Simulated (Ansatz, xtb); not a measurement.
**C3H3FN2S: which of two isomers lies lower**

Structure a is `Nc1cc(F)ns1`, a singlet and structure b is `Cc1nsc(F)n1`, a singlet. Both are isolated molecules in the gas phase, relaxed with r2SCAN-D4/def2-SVP; the shapes shown needn't be the lowest conformers.

a (Å):

```yaml
atoms:
  - { symbol: C, position_ang: [-0.6270, -1.0172, -0.8303] }
  - { symbol: C, position_ang: [-1.2777, 0.1295, -0.4079] }
  - { symbol: C, position_ang: [-0.3110, 1.1353, -0.1441] }
  - { symbol: F, position_ang: [-0.6751, 2.3393, 0.2814] }
  - { symbol: N, position_ang: [-1.1553, -2.2087, -1.2398] }
  - { symbol: N, position_ang: [0.9574, 0.8870, -0.3117] }
  - { symbol: S, position_ang: [1.0926, -0.6959, -0.8483] }
  - { symbol: H, position_ang: [-0.5524, -3.0229, -1.2319] }
  - { symbol: H, position_ang: [-2.1126, -2.3993, -0.9674] }
  - { symbol: H, position_ang: [-2.3545, 0.2525, -0.2937] }
```

b (Å):

```xyz
10

C    -0.8785   -1.9674   -1.2276
C    -0.5397   -0.6470   -0.6266
C    -0.9780    1.3499    0.0603
F    -1.6302    2.4517    0.3436
N     0.6923   -0.3813   -0.2339
N    -1.5175    0.3090   -0.4770
S     0.7204    1.1755    0.3880
H     0.0143   -2.6025   -1.2695
H    -1.6598   -2.4650   -0.6323
H    -1.2827   -1.8288   -2.2424
```

Estimate which is lower in electronic energy at CCSD(T)/def2-SVP + ΔMP2/def2-TZVPP, and by roughly how much.

The CCSD(T)/def2-SVP + ΔMP2/def2-TZVPP calculation puts structure b lower, by 4.3 kcal/mol.

The same difference at several levels:

```csv
level,geometry,E(b) − E(a) (kcal/mol),departure from the last row (kcal/mol),"job, with rough time for the two"
GFN2-xTB,GFN2-xTB,−9.4,−5.1,"optimisation, 0.17 s"
HF/STO-3G,GFN2-xTB,−16.3,−12.0,"single point, 0.67 s"
r2SCAN-D4/def2-SVP//GFN2-xTB,GFN2-xTB,−1.2,+3.1,"single point, 3.6 s"
r2SCAN-D4/def2-SVP,r2SCAN-D4/def2-SVP,−2.5,+1.8,"optimisation, 99 s"
HF/def2-SVP,r2SCAN-D4/def2-SVP,−2.4,+1.9,part of the CCSD(T) run
MP2/def2-SVP,r2SCAN-D4/def2-SVP,−5.4,−1.2,part of the CCSD(T) run
CCSD(T)/def2-SVP,r2SCAN-D4/def2-SVP,−6.7,−2.4,single point
CCSD(T)/def2-SVP + ΔMP2/def2-TZVPP,r2SCAN-D4/def2-SVP,−4.3,,"single point, 51 s"
```

As drawn, b has 1 C–C, 2 C∷N, 2 C–H in place of 1 C–N, 2 C∷C, 2 N–H (∷ is an aromatic bond).

None of the levels shown reverses the order. The largest departure from CCSD(T)/def2-SVP + ΔMP2/def2-TZVPP is that of HF/STO-3G, 12.0 kcal/mol. The last row adds to CCSD(T) the change of the MP2 difference between the two basis sets, here +2.4 kcal/mol.

With thermal terms from frequencies at re-optimised GFN2-xTB minima (ideal gas, soft modes damped towards free rotors, one conformer each, 298.15 K, 1 atm): the zero-point term adds +0.1 kcal/mol; ΔH is −4.1 and ΔG −4.6 kcal/mol.

The correlated steps freeze 11 core orbitals. Programs: Ansatz 0.2.0, xtb 6.7.1; the last row on 2 threads of Intel(R) Xeon(R) Processor @ 2.70GHz on a shared host.
